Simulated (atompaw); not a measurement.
# An all-electron radial function and its pseudo partner (Ti)

Columns: radius, all-electron u(r) and pseudo u(r) of the 4s shell (level -4.48 eV) of titanium in the configuration [Ne] 3s2 3p6 3d2 4s2 4p0; PBEsol, scalar-relativistic, PAW (atompaw) scheme, atompaw 4.2.0.5.

```
r (bohr)  all-electron   pseudo
   0.108        0.0367  -0.0421
   0.215        0.1561  -0.0811
   0.323        0.0844  -0.1151
   0.431       -0.0531  -0.1414
   0.538       -0.1710  -0.1580
   0.646       -0.2415  -0.1639
   0.754       -0.2612  -0.1580
   0.862       -0.2397  -0.1401
   0.969       -0.1896  -0.1110
   1.077       -0.1212  -0.0711
   1.185       -0.0437  -0.0222
   1.292        0.0358   0.0333
   1.400        0.1145   0.0943
   1.508        0.1887   0.1579
   1.615        0.2563   0.2213
   1.723        0.3176   0.2835
   1.831        0.3718   0.3420
   1.938        0.4183   0.3947
   2.046        0.4585   0.4416
   2.154        0.4923   0.4814
   2.262        0.5201   0.5140
   2.369        0.5423   0.5394
   2.477        0.5597   0.5587
   2.585        0.5726   0.5724
   2.692        0.5813   0.5813
   2.800        0.5864   0.5864
```

(1) How many radial nodes do the two functions have?

(2) Is the pseudo-wave norm-conserving?

Results:

(1) The all-electron 4s function has n − l − 1 = 3 (the table is too coarse to show those close to the nucleus); the pseudo-wave has 1, since 1 lower shell of the same l stays in the valence.

(2) No, it belongs to a PAW set: the norm inside the radius is not constrained, and the difference is carried by the augmentation charge.
